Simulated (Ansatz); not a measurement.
`CC(C)[NH][In]([Cl])[Cl]` → `[NH2][In]([Cl])[Cl]` + `C=CC` at 400 K and 1 bar (alkene loss).

Gas-phase electronic energies from Ansatz, PBE0-D4/def2-TZVP geometries. CCSD(T)/CBS is the MP2 limit (def2-TZVPP, def2-QZVPP) plus CCSD(T) − MP2 in def2-TZVPP, frozen cores. def2 core potentials past Kr. For In outer-core shells are correlated without core-valence functions, which leaves a few kJ/mol of doubt a bond. Each species was taken in one conformer, which may not be the lowest.

```json
{"species": "`CC(C)[NH][In]([Cl])[Cl]`", "CCSD(T)/CBS energy (Eh)": "-1283.16802", "H − E (kJ/mol)": "341.9", "S (J/(mol·K))": "500.2"}
{"species": "`[NH2][In]([Cl])[Cl]`", "CCSD(T)/CBS energy (Eh)": "-1165.39137", "H − E (kJ/mol)": "101.2", "S (J/(mol·K))": "384.8"}
{"species": "`C=CC`", "CCSD(T)/CBS energy (Eh)": "-117.74610", "H − E (kJ/mol)": "229.7", "S (J/(mol·K))": "285.2"}
```

H − E and S are ideal-gas, rigid-rotor, harmonic terms from PBE0-D4/def2-TZVP, for one conformer and one mirror image of each species. 1 Eh = 2625.50 kJ/mol, R = 8.31446 J/(mol·K).

By hand: ΔE, ΔH, ΔS and ΔG.

ΔE = (-1165.39137) + (-117.74610) − (-1283.16802) = 0.03055 Eh = 80.2 kJ/mol. Δ(H − E) = 101.2 + 229.7 − 341.9 = -11.0, so ΔH = 69.2 kJ/mol. ΔS = 384.8 + 285.2 − 500.2 = 169.8 J/(mol·K). ΔG = 69.2 − 400 × (169.8)/1000 = 1.3 kJ/mol.

By hand: the equilibrium constant, and the temperature at which ΔG would vanish if ΔH and ΔS stayed fixed.

log₁₀ K = −ΔG/(RT ln 10) = -0.2. ΔG = 0 at ΔH/ΔS = 408 K.

The number of gas molecules changes by +1, which sets the sign of ΔS. The sign of ΔG lies within the doubt. A doubt of 5 kJ/mol in ΔE shifts log₁₀ K by 0.7 here. Other conformers and mirror images would add mixing entropy, several J/(mol·K) or more a flexible species. Modes under 60 cm⁻¹, often nearly free rotors, make the harmonic entropy too high. These are equilibria of isolated gas molecules and say nothing of rates. Largest T1 diagnostic: 0.013 (customary marks: 0.02 for closed shells, 0.045 for open ones).
